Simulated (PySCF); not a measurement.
Atoms are numbered as in `[CH3:1][C@@H:2]1[CH2:3][O:4][C:5](=[O:6])[O:7][C@@H:8]1[SiH3:9]` (H(Xn): hydrogen on atom n). Ha(C3) is cis to C1 on the ring; Hb(C3) is trans to C1 on the ring.

PySCF 2.14.0 with density-fitted response routines calculation with coordinates at the GFN2-xTB level and PBE0/pcSseg-1 with gauge-including orbitals; equivalent nuclei averaged, no solvent model, one computed conformer, no relativistic terms.

Shifts are taken against calculated references (same method and geometry level): 13C and 1H and 29Si vs TMS; H2O for 17O.

```
 atoms  nucleus  count  δ (ppm)
    C2      13C      1     32.3
Hb(C3)       1H      1     4.38
    O4      17O      1    147.9
    O7      17O      1    153.7
    C1      13C      1        ?
    C3      13C      1     74.4
 H(C2)       1H      1        ?
    O6      17O      1        ?
    C8      13C      1        ?
Ha(C3)       1H      1     4.24
 H(C8)       1H      1     4.51
H(Si9)       1H      3        ?
    C5      13C      1    150.0
   Si9     29Si      1    -84.3
 H(C1)       1H      3     0.96
```

Task: Fill in the missing shifts.

Result: 
- C8: 75.6 ppm, sp3 CH bonded to O and Si; pulled downfield by the heteroatom
- C1: 15.0 ppm, methyl carbon; aliphatic region, no heteroatom directly attached
- H(Si9): 3.96 ppm, hydrogen on a silicon bonded to C
- H(C2): 2.43 ppm, hydrogen on an sp3 CH in a ring
- O6: 333.7 ppm, ester carbonyl oxygen

Shifts are as computed. Against solution values, carbons near 30 ppm lie about +3 ppm off and those near 130 ppm about +5 ppm. Of 1211 compounds with measured shifts, 218 miss one by over three times the rms of a fit or turn the order of signals round; such compounds aren't used in these exercises. Unscaled 17O shifts of doubly bonded oxygen tend to come out too high, by tens of ppm or more. Experimental scales use liquid or dissolved standards, which lie at an offset from isolated H2O (liquid H2O: subtract about 36 ppm).
